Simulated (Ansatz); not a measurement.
ClF$_{2}$GeHS, SMILES `[F][Ge]([F])([SH])[Cl]` at its PBE0-D4/def2-TZVP geometry, where that method's forces vanish. The species carries charge 0 and has multiplicity 1.

```json
{"atom": "F1", "x (Å)": "1.667", "y (Å)": "-0.021", "z (Å)": "-1.228"}
{"atom": "Ge2", "x (Å)": "0.212", "y (Å)": "0.192", "z (Å)": "-0.353"}
{"atom": "F3", "x (Å)": "-1.010", "y (Å)": "0.368", "z (Å)": "-1.542"}
{"atom": "S4", "x (Å)": "-0.068", "y (Å)": "-1.571", "z (Å)": "0.888"}
{"atom": "Cl5", "x (Å)": "0.291", "y (Å)": "2.028", "z (Å)": "0.688"}
{"atom": "H6", "x (Å)": "-1.092", "y (Å)": "-0.997", "z (Å)": "1.546"}
```

Task: For each bond, give half the difference of the two atoms' forces along it (eV/Å; positive pushes the atoms apart) under PBE-D4, r2SCAN-D4, B3LYP-D4, ωB97M-V in def2-TZVPP. (Estimate.)

Result: Computed: 
```csv
bond,length (Å),PBE-D4,r2SCAN-D4,B3LYP-D4,ωB97M-V
F1–Ge2,1.711,0.55,0.04,0.23,0.09
Ge2–F3,1.714,0.54,0.05,0.22,0.07
Ge2–S4,2.174,0.03,0.01,0.09,-0.06
Ge2–Cl5,2.112,0.13,0.03,0.16,-0.03
S4–H6,1.345,0.25,0.02,-0.02,-0.09
```

B3LYP here is the variant with VWN-RPA as its local correlation; programs differ in this.
